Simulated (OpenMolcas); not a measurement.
An atom or ion with 15 electrons was computed by SS-CASPT2, IPEA 0.25 Eh, imaginary shift 0.1 Eh with spin-orbit coupling (OpenMolcas, ANO-RCC-VQZP, DKH2). The lowest levels that the run gave, each within 12 % of the measured value where one is at hand:

```json
{"J": "3/2", "Parity": "odd", "E (cm-1)": "0.0", "g": "2.002"}
{"J": "3/2", "Parity": "odd", "E (cm-1)": "18490", "g": "0.802"}
{"J": "5/2", "Parity": "odd", "E (cm-1)": "18550", "g": "1.200"}
{"J": "1/2", "Parity": "odd", "E (cm-1)": "29950", "g": "0.666"}
{"J": "3/2", "Parity": "odd", "E (cm-1)": "29990", "g": "1.332"}
{"J": "5/2", "Parity": "even", "E (cm-1)": "102380", "g": "1.601"}
{"J": "3/2", "Parity": "even", "E (cm-1)": "102980", "g": "1.735"}
{"J": "1/2", "Parity": "even", "E (cm-1)": "103340", "g": "2.670"}
{"J": "3/2", "Parity": "even", "E (cm-1)": "133690", "g": "0.800"}
{"J": "5/2", "Parity": "even", "E (cm-1)": "133700", "g": "1.201"}
{"J": "1/2", "Parity": "even", "E (cm-1)": "162150", "g": "2.000"}
{"J": "3/2", "Parity": "even", "E (cm-1)": "175050", "g": "1.334"}
```

Task: Which ion is it, and what are the configurations and terms?

Result: Cl2+ (Z = 17, charge +2; active space 5 electrons in 4 orbitals (3s 3p)). J, parity and g give the terms where levels are pure, and mixed ones are named by the computed weights; the size of the splittings, set against known spectra of the 15-electron sequence, gives the charge. In order, with the measured energies in cm-1 (Moore, Atomic Energy Levels, vol. I, NSRDS-NBS 35 (1971 reprint of NBS Circular 467, 1949)): 3s2 3p3 4S* 3/2, 3s2 3p3 2D* 3/2 (18053), 3s2 3p3 2D* 5/2 (18120), 3s2 3p3 2P* 1/2 (29812), 3s2 3p3 2P* 3/2 (29907), 3s 3p4 4P 5/2 (98520), 3s 3p4 4P 3/2 (99130), 3s 3p4 4P 1/2 (99475), 3s 3p4 2D 3/2, 3s 3p4 2D 5/2, 3s 3p4 2S 1/2, 3s 3p4 2P 3/2.

CASPT2 breaks the degeneracy within a term, and the mean is taken; among the terms shown or strongly mixed into the levels shown the widest spread is 1100 cm-1 (3s 3p4 2D). Over all roots computed the reference weight is 0.87 to 0.96; the roots of lowest weight are the least certain, and an intruder state may touch them. Terms of s pⁿ other than that of highest spin mix with s² pⁿ⁻² d, which this space lacks; all of them can be thousands of cm-1 off, and some have no real level of that name. Measured partners are found by configuration, term and J. A level has none where our copy of the source lacks it or the pairing is in doubt (some pairs that miss far off the trend of their configuration count as doubtful), and it then counts in no deviation. Only configurations of the active space appear.

* marks odd parity.
